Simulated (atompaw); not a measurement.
tantalum: PAW (atompaw) pseudisation with PBE, scalar-relativistic reference atom.

atompaw 4.2.0.5 input, output lines left out:

```
Ta 73
GGA-PBE scalarrelativistic loggrid 2001 logderivrange -2 5 176
6 6 5 4 0 0
6 1 0
5 2 3
0 0 0
c
c
c
c
c
v
c
c
c
c
v
c
c
v
c
2
3.00 2.50 2.30 1.55
y
0.75
n
y
3.7
n
y
0.75
n
custom rrkj gramschmidtortho sinc
3 0.5 troulliermartins
2.95
2.95
3.00
3.00
3.00
0.65
```

All-electron outer shells of the reference configuration (PBE, scalar-relativistic, ld1.x):

| shell | level (eV) | outermost node (bohr) | outermost maximum (bohr) |
| --- | --- | --- | --- |
| 5p | -39.40 | 0.58 | 1.13 |
| 4f | -24.70 | – | 0.44 |
| 6s | -5.44 | 1.32 | 2.78 |
| 5d | -3.59 | 0.65 | 1.58 |
| 6p | -1.39 | 1.60 | 3.89 |

(1) Does the generator finish with these settings?

Answers

(1) No. atompaw 4.2.0.5 stopped with "atompaw: The overlap operator has at least one negative eigenvalue!": the overlap operator built from these waves and projectors is not positive definite.
